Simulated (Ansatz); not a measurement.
Ansatz (a quantum-chemistry and plane-wave program) input (CCSD(T)/cc-pwCVTZ):
A basis named .json is the Basis Set Exchange file of that set.

Ansatz 0.2 input:
```yaml
crystal:
  periodic: [false, false, false]
  atoms:
    - {symbol: F, position_ang: [-1.01735960, -0.77956289, 1.19824372]}
    - {symbol: Si, position_ang: [-0.51216855, -0.09530258, -0.09642366]}
    - {symbol: F, position_ang: [-1.10875293, 1.30628567, -0.37790417]}
    - {symbol: F, position_ang: [-0.47045939, -1.02869306, -1.33407600]}
    - {symbol: S, position_ang: [1.65063737, 0.37896154, 0.40579894]}
    - {symbol: H, position_ang: [2.02992899, 0.68682405, -0.85847970]}
    - {symbol: H, position_ang: [2.09938000, -0.89824010, 0.33925611]}
basis:
  gaussian:
    orbitals: cc-pwCVTZ.json
total_charge: 1
magnetization: {spin_polarized: false}
correlation: {method: ccsd_t, electrons: outside_noble_gas}
```

Output:

```
Functional definition: HF
integrals: 2.01 GiB planned
1627 factors; integrals over basis functions are off by at most 1.1e-3 eV
1.65 GiB of device memory are held for the factors and their scratch space
mean field: 1.49 GiB planned
mean field evaluation 1: about -26824.7896 eV, gradient 6.5e1 eV
mean field evaluation 2: about -26825.1085 eV, gradient 6.5e1 eV
mean field evaluation 4: about -26831.5378 eV, gradient 3.1e0 eV
mean field evaluation 8: about -26831.6302 eV, gradient 2.8e-1 eV
mean field evaluation 16: about -26831.6307 eV, gradient 2.7e-6 eV
mean field -26831.63070494 eV, -986.0442412740 hartree, gradient 2.7e-6 eV, S^2 0.000000; 0 other end points of the search recorded, 0 dependent functions left out
13 core orbitals not correlated
reference -26831.63070494 eV, -986.0442412740 hartree; 16, 16 occupied and 246, 246 virtual orbitals, 1627 factors
second order -28.89067269 eV of doubles, -0.00000000 eV of singles
coupled cluster: 16.91 GiB planned
cycle   1  -28.67233798 eV  change    2.2e-1 eV  update   1.1e-1
cycle   2  -29.26570211 eV  change   -5.9e-1 eV  update   3.1e-2
cycle   3  -29.40556523 eV  change   -1.4e-1 eV  update   1.6e-2
cycle   4  -29.38113742 eV  change    2.4e-2 eV  update   3.2e-3
cycle   5  -29.37922256 eV  change    1.9e-3 eV  update   1.2e-3
cycle   6  -29.38006309 eV  change   -8.4e-4 eV  update   3.6e-4
cycle   7  -29.37972697 eV  change    3.4e-4 eV  update   1.3e-4
cycle   8  -29.37963633 eV  change    9.1e-5 eV  update   3.8e-5
cycle   9  -29.37965974 eV  change   -2.3e-5 eV  update   1.5e-5
perturbative correction -0.97111080 eV, -0.0356876636 hartree
Total energy: -26861.98147548 eV, -987.1596115188 hartree
```

It need not be the lowest isomer of its formula.
